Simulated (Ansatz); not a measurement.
`N[CH2][SnH3]` + CH₃OH → `C[O][SnH3]` + CH₃NH₂ at 400 K and 1 bar (ligand exchange at the Sn–C bond).

Computed with Ansatz on PBE0-D4/def2-TZVP structures; ΔE is electronic, products minus reactants. CCSD(T)/CBS adds triple-zeta CCSD(T) − MP2 to the extrapolated MP2 energy (def2 sets, frozen cores). This one scheme is used for every species. Elements past krypton have def2 core potentials. For Sn outer-core shells are correlated without core-valence functions, which leaves a few kJ/mol of doubt a bond. Each species was taken in one conformer, which may not be the lowest.

```
       species  CCSD(T)/CBS energy (Eh)  H − E (kJ/mol)  S (J/(mol·K))
`N[CH2][SnH3]`               -310.95215           223.5          353.4
         CH₃OH               -115.61712           151.2          252.6
  `C[O][SnH3]`               -330.83288           188.9          352.3
        CH₃NH₂                -95.75281           185.4          256.0
```

H − E and S are ideal-gas, rigid-rotor, harmonic terms from PBE0-D4/def2-TZVP, for one conformer and one mirror image of each species. 1 Eh = 2625.50 kJ/mol, R = 8.31446 J/(mol·K).

Q: By hand: ΔE, ΔH, ΔS and ΔG.

A: ΔE = (-330.83288) + (-95.75281) − (-310.95215) − (-115.61712) = -0.01642 Eh = -43.1 kJ/mol. Δ(H − E) = 188.9 + 185.4 − 223.5 − 151.2 = -0.4, so ΔH = -43.5 kJ/mol. ΔS = 352.3 + 256.0 − 353.4 − 252.6 = 2.3 J/(mol·K). ΔG = -43.5 − 400 × (2.3)/1000 = -44.4 kJ/mol.

Q: By hand: the equilibrium constant, and the temperature at which ΔG would vanish if ΔH and ΔS stayed fixed.

A: log₁₀ K = −ΔG/(RT ln 10) = 5.8. ΔH and −TΔS have one sign here, so there is no such temperature.

The number of gas molecules stays the same, so ΔS is small and ΔH decides. A doubt of 5 kJ/mol in ΔE shifts log₁₀ K by 0.7 here. Other conformers and mirror images would add mixing entropy, several J/(mol·K) or more a flexible species. These are equilibria of isolated gas molecules and say nothing of rates. Largest T1 diagnostic: 0.013 (customary marks: 0.02 for closed shells, 0.045 for open ones).

ΔS is within the doubt of such terms, so its sign, and with it that verdict, could turn.
